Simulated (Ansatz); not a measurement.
**Strength of the In–C bond: C3H9InO → C2H6InO + CH3**

Gas-phase species: C3H9InO `C[O][In]([CH3])[CH3]`, singlet; C2H6InO `C[O][In][CH3]`, doublet; CH3 (methyl radical) `[CH3]`, doublet. The bond broken is the one whose loss leaves C2H6InO `C[O][In][CH3]`, relaxed to its own shape; its unpaired electron may spread away from that site.

Shapes, held fixed at every level: PBE0-D4/def2-TZVP. Flexible molecules stand in one conformer, not always the lowest. Programs: Ansatz 0.2.0. Electronic energies: no zero-point or thermal term.

```json
{"level": "MP2/def2-SVP", "kind": "perturbation theory", "ΔE (kJ/mol)": "+272.2", "less CCSD/def2-SVP": "+20.6"}
{"level": "MP2/def2-TZVPP", "kind": "perturbation theory", "ΔE (kJ/mol)": "+292.6", "less CCSD/def2-SVP": "+41.0"}
{"level": "HF/def2-SVP", "kind": "Hartree–Fock", "ΔE (kJ/mol)": "+160.6", "less CCSD/def2-SVP": "-91.0"}
{"level": "HF/def2-TZVPP", "kind": "Hartree–Fock", "ΔE (kJ/mol)": "+159.9", "less CCSD/def2-SVP": "-91.7"}
{"level": "PBE-D4/def2-TZVPP", "kind": "GGA", "ΔE (kJ/mol)": "+260.1", "less CCSD/def2-SVP": "+8.5"}
{"level": "r2SCAN0-D4/def2-TZVPP", "kind": "global hybrid", "ΔE (kJ/mol)": "+246.1", "less CCSD/def2-SVP": "-5.5"}
{"level": "CCSD/def2-SVP", "kind": "coupled cluster or CI", "ΔE (kJ/mol)": "+251.6", "less CCSD/def2-SVP": "0.0"}
```

The highest level, CCSD/def2-SVP, gives ΔE = +251.6 kJ/mol; the levels span +159.9 to +292.6. The column of differences is taken from that level and isn't an error. Hartree–Fock misses the correlation of the pair that is broken and comes out low. No measured value is set beside it here. Open shells run unrestricted. For atoms past krypton def2 sets carry core potentials with scalar relativity. Outer-core shells of In are correlated, in sets that cover them unevenly.
